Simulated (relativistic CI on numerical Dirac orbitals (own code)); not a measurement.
**Electric-dipole transitions in Sb**

Calculated at this level of theory: Dirac-Coulomb-Breit CI, orbitals from a KLI potential per configuration, model QED, valence Slater integrals scaled by 0.85, P86 correlation energy added to each configuration (own radial code, finite nucleus).

CI space (outside the closed core [Kr] 4d10): 5s2.5p3, 5s2.5p2.6s, 5s2.5p2.5d, 5s.5p4, 5s2.5p2.7s, 5s2.5p2.6p, 5s2.5p2.7p, 5s2.5p2.6d, 5s2.5p.5d2, 5s2.5p2.4f, 5s2.5p2.8s, 5s2.5p2.8p, 5s2.5p2.7d, 5s2.5p2.5f, 5s2.5p2.5g, 5s2.5p2.8d, 5p5. Levels of other configurations are missing.

```
λ vac (Å)                Lower                   Upper   A (s⁻¹)  E lower (cm⁻¹)  E upper (cm⁻¹)
   1932.7  5s2.5p3 2D°_5/2 [3]  5s2.5p2.5d 2F_7/2 [46]  2.31e+08         11460.6         63200.6
   2048.5  5s2.5p3 2D°_3/2 [2]  5s2.5p2.6s 2D_5/2 [25]  2.40e+07          9769.8         58585.2
   2122.0  5s2.5p3 2D°_5/2 [3]  5s2.5p2.6s 2D_5/2 [25]  2.17e+08         11460.6         58585.2
   2126.1  5s2.5p3 2D°_3/2 [2]  5s2.5p2.5d 4F_5/2 [19]  4.86e+07          9769.8         56805.0
   2131.1  5s2.5p3 2D°_5/2 [3]  5s2.5p2.5d 4F_7/2 [24]  1.96e+07         11460.6         58385.3
   2205.3  5s2.5p3 2D°_5/2 [3]  5s2.5p2.5d 4F_5/2 [19]  4.15e+05         11460.6         56805.0
   2575.0  5s2.5p3 2D°_5/2 [3]   5s2.5p2.6s 4P_5/2 [9]  2.16e+07         11460.6         50295.7
   2631.6  5s2.5p3 2D°_3/2 [2]   5s2.5p2.6s 4P_3/2 [7]  5.06e+06          9769.8         47769.0
   2754.2  5s2.5p3 2D°_5/2 [3]   5s2.5p2.6s 4P_3/2 [7]  1.60e+07         11460.6         47769.0
   2826.1  5s2.5p3 2D°_3/2 [2]   5s2.5p2.6s 4P_1/2 [6]  3.83e+07          9769.8         45153.7
```

Terms are leading LS components. Brackets give the number of a level in order of energy, since labels repeat. The list gives strong lines, with weight on those to low levels, without lines whose two gauges differ by over a factor of 2.5, among the lowest 113 of 349 levels, so that lines to higher ones, which can be the strongest, are missing, and without lines across small gaps between configurations, and without 191 lines that miss the measured interval by over 3.5 %, start from a term whose rates miss tabulated ones by over 60 %, have gauges far apart or, lacking measured levels, span too small a gap for the errors found; lines with a level outside our table were not tested and can miss by more. Levels whose partners in the same complex of configurations lie outside the list can be far off, and so can their lines. Rates are taken at the computed energies, electric ones in the length gauge.

For a near-neutral ion this model can misplace configurations by up to about 10,000 cm⁻¹ (more where the count of f electrons changes) and terms by 10 to 25 % of their spread. Rates follow the energies as ν³ (E1, M1) or ν⁵ (E2), so they and the lifetimes can be off by large factors. The fine structure of a lone outer electron comes out too small, for d and f at times inverted, and misplaced configurations move strength between like terms. 13 of the 20 excited levels that our extract of the measured tables holds in this range could be paired (the sources list more); they are missed by 1742 cm⁻¹ on average and 2857 at most, and levels without a partner can miss by more.

LS names give the leading component of a level, which can be under half, so a name can repeat, a term be missing and a line seem to break the LS rules.
